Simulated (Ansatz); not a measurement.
Si20H27⁺, a nanocrystal with a defect cut from the lattice of silicon (one cap removed). The state is a triplet with charge 1. Geometry PBE-D4/def2-SVP, that of the charge +1 singlet; atoms count from 1.

```xyz
47

Si    1.694    0.409   -3.838
Si    1.617    3.883    1.554
Si   -2.104    1.893    2.594
Si   -1.518   -1.675   -2.951
Si   -3.423   -0.806    0.261
Si   -0.265    1.181   -0.643
Si    3.140   -0.436   -0.288
Si    1.600    0.199    2.785
Si   -0.016   -2.621    0.434
Si   -1.729   -1.803    3.636
Si    1.024    3.154   -0.606
Si   -0.454    0.424   -2.871
Si    3.180   -0.933   -2.597
Si   -2.398    1.317    0.315
Si    2.753    2.252    2.819
Si   -0.618    0.227    3.295
Si   -3.662   -1.478   -1.989
Si   -0.328   -3.341   -1.789
Si   -2.153   -2.438    1.395
Si    0.910   -0.463    0.545
H     1.613   -0.130   -5.242
H     2.222    1.818   -3.873
H     2.531    5.076    1.445
H     0.385    4.280    2.320
H    -3.363    1.666    3.389
H    -1.554    3.270    2.826
H    -1.649   -2.088   -4.395
H    -4.760   -0.698    0.951
H     3.672    0.950   -0.038
H     3.943   -1.416    0.529
H     2.263   -1.005    3.398
H     0.848   -3.551    1.247
H    -2.979   -1.500    4.417
H    -0.841   -2.778    4.356
H     0.263    4.241   -1.319
H     2.285    2.857   -1.374
H    -1.324    1.429   -3.588
H     4.600   -0.704   -3.048
H     2.840   -2.389   -2.753
H    -3.279    2.342   -0.356
H     2.836    2.647    4.270
H     4.135    1.986    2.292
H    -4.470   -0.441   -2.724
H    -4.375   -2.804   -2.025
H    -1.172   -4.587   -1.709
H     0.982   -3.671   -2.446
H    -2.904   -3.747    1.385
```

Single mean-field runs in def2-SVP are fitted with def2-universal-jkfit. At PBE0-D4/def2-SVP a singlet of charge 1 lies 1.86 eV below the triplet at the same geometry.

Estimate the Mulliken populations of the heavy atoms from the PBE0/def2-SVP orbitals of Ansatz.


```csv
atom,charge (e),spin (α − β)
Si1,0.08,0.00
Si2,0.05,0.00
Si3,0.16,-0.07
Si4,-0.09,0.00
Si5,-0.05,0.00
Si6,-0.23,-0.01
Si7,0.13,0.21
Si8,0.07,0.20
Si9,0.01,-0.02
Si10,0.19,-0.05
Si11,0.12,0.00
Si12,-0.02,0.02
Si13,0.07,0.09
Si14,-0.02,0.06
Si15,0.08,-0.01
Si16,-0.20,1.09
Si17,0.13,0.00
Si18,0.11,0.01
Si19,-0.09,0.06
Si20,-0.31,0.27
```
Mulliken values depend strongly on the basis.

Where does the spin sit?

Summed by element: Si 1.86, H 0.14, of 2 unpaired in all. Largest on single atoms: Si16 1.09, Si20 0.27, Si7 0.21.

And the Mayer bond orders between heavy atoms (over 0.3)?

Si1–Si12 0.93 (2.36 Å); Si1–Si13 0.95 (2.36 Å); Si2–Si11 0.95 (2.36 Å); Si2–Si15 0.94 (2.36 Å); Si3–Si14 0.92 (2.37 Å); Si3–Si16 0.92 (2.34 Å); Si4–Si12 0.92 (2.35 Å); Si4–Si17 0.93 (2.36 Å); Si4–Si18 0.93 (2.35 Å); Si5–Si14 0.91 (2.36 Å); Si5–Si17 0.93 (2.36 Å); Si5–Si19 0.91 (2.36 Å); Si6–Si11 0.91 (2.36 Å); Si6–Si12 0.89 (2.36 Å); Si6–Si14 0.88 (2.34 Å); Si6–Si20 0.92 (2.34 Å); Si7–Si13 0.88 (2.36 Å); Si7–Si20 0.77 (2.38 Å); Si8–Si15 0.91 (2.35 Å); Si8–Si16 0.83 (2.28 Å); Si8–Si20 0.77 (2.44 Å); Si9–Si18 0.92 (2.36 Å); Si9–Si19 0.89 (2.35 Å); Si9–Si20 0.91 (2.35 Å); Si10–Si16 0.92 (2.34 Å); Si10–Si19 0.91 (2.37 Å).
